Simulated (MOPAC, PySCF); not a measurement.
C3H10O4Sn, SMILES `C[O][Sn]([OH])([O]C)[O]C`, neutral singlet in the gas phase. 

Cartesian coordinates (Å):
SMILES: C[O][Sn]([OH])([O]C)[O]C
```xyz
18

C     -0.9437     2.6615     0.2853
O     -0.1074     1.9955    -0.6292
Sn     0.0734     0.0385    -0.6021
O      0.9750    -0.4461    -2.2810
O      1.1377    -0.7269     0.8639
C      2.5404    -0.6365     0.8735
O     -1.7383    -0.6775    -0.3519
C     -1.9475    -2.0101     0.0463
H     -1.0615     3.7032    -0.0559
H     -1.9506     2.2117     0.3529
H     -0.5133     2.6900     1.3036
H      0.8058     0.2123    -2.9666
H      2.9985    -0.9298    -0.0885
H      2.9221    -1.3204     1.6494
H      2.8938     0.3816     1.1226
H     -2.9989    -2.1104     0.3627
H     -1.7776    -2.7252    -0.7802
H     -1.3079    -2.3113     0.8952
```
Charge 0, spin multiplicity 1.

All levels are single points at this geometry (PBE0-D4/def2-SVP); Pople sets use spherical d functions. Orbital energies aren't observables, and empty levels follow the basis.

M06-2X/6-31G* (LANL2DZ on Sn) in PySCF gives gap (eV) = 9.06.

Estimate the gap (eV) from each of these levels: B3LYP-D3(BJ)/def2-TZVP in PySCF; PBE-D3(BJ)/def2-TZVP in PySCF; PBE0-D4/def2-TZVP in PySCF; B3LYP/6-311+G** (LANL2DZ on Sn) in PySCF; B3LYP/6-31G* (LANL2DZ on Sn) in PySCF; B3LYP/LANL2DZ in PySCF; PBE/6-31G* (LANL2DZ on Sn) in PySCF; SVWN5/6-31G* (LANL2DZ on Sn) in PySCF; HF/6-31G* (LANL2DZ on Sn) in PySCF; AM1 in MOPAC; PM3 in MOPAC; PM6 in MOPAC.


| level | gap (eV) |
|---|---|
| B3LYP-D3(BJ)/def2-TZVP in PySCF | 5.70 |
| PBE-D3(BJ)/def2-TZVP in PySCF | 3.67 |
| PBE0-D4/def2-TZVP in PySCF | 6.27 |
| B3LYP/6-311+G** (LANL2DZ on Sn) in PySCF | 5.80 |
| B3LYP/6-31G* (LANL2DZ on Sn) in PySCF | 5.98 |
| B3LYP/LANL2DZ in PySCF | 5.66 |
| PBE/6-31G* (LANL2DZ on Sn) in PySCF | 3.80 |
| SVWN5/6-31G* (LANL2DZ on Sn) in PySCF | 3.73 |
| HF/6-31G* (LANL2DZ on Sn) in PySCF | 14.54 |
| AM1 in MOPAC | 9.28 |
| PM3 in MOPAC | 9.51 |
| PM6 in MOPAC | 9.48 |
